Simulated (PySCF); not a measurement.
Ti(Cl)2(OSiH3) (Cl₂H₃OSiTi), SMILES [Cl][Ti+]([O][SiH3])[Cl], charge +1, multiplicity 1.

The structure is a stationary point at PBE0-D3(BJ)/def2-SVP. The spin state was assumed, not searched. The isomer is the one that the SMILES or the coordinates give; other isomers of the formula were not compared. The values are those of a single conformer.

Level of theory: PBE/def2-TZVP run with PySCF.

Symmetry labels are those of the subgroup Cs that the program uses (full group Cs).

Computed valence orbital energies around the gap with their symmetry:
```json
[
 {"orbital": "HOMO−7", "symmetry": "A'", "energy (eV)": "-14.50"},
 {"orbital": "HOMO−6", "symmetry": "A\"", "energy (eV)": "-14.26"},
 {"orbital": "HOMO−5", "symmetry": "A'", "energy (eV)": "-13.82"},
 {"orbital": "HOMO−4", "symmetry": "A\"", "energy (eV)": "-13.46"},
 {"orbital": "HOMO−3", "symmetry": "A'", "energy (eV)": "-13.38"},
 {"orbital": "HOMO−2", "symmetry": "A\"", "energy (eV)": "-13.01"},
 {"orbital": "HOMO−1", "symmetry": "A'", "energy (eV)": "-12.86"},
 {"orbital": "HOMO", "symmetry": "A\"", "energy (eV)": "-12.62"},
 {"orbital": "LUMO", "symmetry": "A'", "energy (eV)": "-9.86"},
 {"orbital": "LUMO+1", "symmetry": "A\"", "energy (eV)": "-9.41"},
 {"orbital": "LUMO+2", "symmetry": "A'", "energy (eV)": "-9.05"},
 {"orbital": "LUMO+3", "symmetry": "A\"", "energy (eV)": "-7.97"}
]
```
